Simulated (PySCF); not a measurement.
# Frontier levels across methods

C₂H₉NSi₃.
Geometry (PBE0-D3(BJ)/def2-SVP, Å), atoms numbered from 1 in this order:
```
atom  x, y, z in Å
C1     3.175   -1.106    0.281
C2     2.312   -0.260    0.132
Si3    0.974    0.984   -0.081
N4    -0.590    0.209   -0.182
Si5   -1.199   -0.633    1.239
Si6   -1.447    0.039   -1.706
H7     3.939   -1.852    0.413
H8     1.024    1.906    1.089
H9     1.214    1.733   -1.346
H10   -1.184   -2.117    1.051
H11   -2.607   -0.217    1.519
H12   -0.321   -0.275    2.392
H13   -1.131   -1.249   -2.398
H14   -2.916    0.061   -1.426
H15   -1.079    1.170   -2.607
```

Basis pcSseg-1 throughout (PySCF), one geometry. One conformer (not necessarily the lowest) at the PBE0-D3(BJ)/def2-SVP geometry, without solvent, vibrations or thermal averaging.

How do the orbital energies, the gap and the dipole change with the method?

```json
{"method": "BLYP", "kind": "GGA", "HOMO (eV)": "-6.28", "LUMO (eV)": "-1.30", "gap (eV)": "4.98", "μ (D)": "0.45", "SCF cycles": "15"}
{"method": "B97-D", "kind": "GGA", "HOMO (eV)": "-6.42", "LUMO (eV)": "-1.35", "gap (eV)": "5.07", "μ (D)": "0.46", "SCF cycles": "15"}
{"method": "PBE", "kind": "GGA", "HOMO (eV)": "-6.43", "LUMO (eV)": "-1.51", "gap (eV)": "4.92", "μ (D)": "0.47", "SCF cycles": "15"}
{"method": "OPBE", "kind": "GGA", "HOMO (eV)": "-6.45", "LUMO (eV)": "-1.36", "gap (eV)": "5.09", "μ (D)": "0.47", "SCF cycles": "16"}
{"method": "KT2", "kind": "GGA", "HOMO (eV)": "-6.48", "LUMO (eV)": "-1.65", "gap (eV)": "4.83", "μ (D)": "0.46", "SCF cycles": "16"}
{"method": "LDA", "kind": "LDA", "HOMO (eV)": "-6.51", "LUMO (eV)": "-1.78", "gap (eV)": "4.73", "μ (D)": "0.45", "SCF cycles": "15"}
{"method": "KT3", "kind": "GGA", "HOMO (eV)": "-6.51", "LUMO (eV)": "-1.47", "gap (eV)": "5.04", "μ (D)": "0.45", "SCF cycles": "16"}
{"method": "BP86", "kind": "GGA", "HOMO (eV)": "-6.54", "LUMO (eV)": "-1.60", "gap (eV)": "4.94", "μ (D)": "0.46", "SCF cycles": "15"}
{"method": "B3LYP", "kind": "global hybrid", "HOMO (eV)": "-7.48", "LUMO (eV)": "-0.76", "gap (eV)": "6.72", "μ (D)": "0.48", "SCF cycles": "14"}
{"method": "PBE0", "kind": "global hybrid", "HOMO (eV)": "-7.73", "LUMO (eV)": "-0.63", "gap (eV)": "7.10", "μ (D)": "0.50", "SCF cycles": "14"}
{"method": "mPW1PW91", "kind": "global hybrid", "HOMO (eV)": "-7.76", "LUMO (eV)": "-0.61", "gap (eV)": "7.15", "μ (D)": "0.49", "SCF cycles": "14"}
{"method": "HF", "kind": "Hartree–Fock", "HOMO (eV)": "-10.79", "LUMO (eV)": "2.88", "gap (eV)": "13.67", "μ (D)": "0.59", "SCF cycles": "12"}
```

The HOMO spans 4.51 eV, from BLYP down to HF, and the gap runs from 4.73 eV (LDA) to 13.67 eV (HF). Over the methods BLYP (0 %), B97-D (0 %), PBE (0 %), OPBE (0 %), KT2 (0 %), LDA (0 %), KT3 (0 %), BP86 (0 %), B3LYP (20 %), PBE0 (25 %), mPW1PW91 (25 %), HF (100 %), a straight line through the gap against the share of exact exchange rises by 0.87 eV for each 10 % (correlation coefficient 0.999). The dipole ranges from 0.45 D (KT3) to 0.59 D (HF). This basis has no diffuse functions.
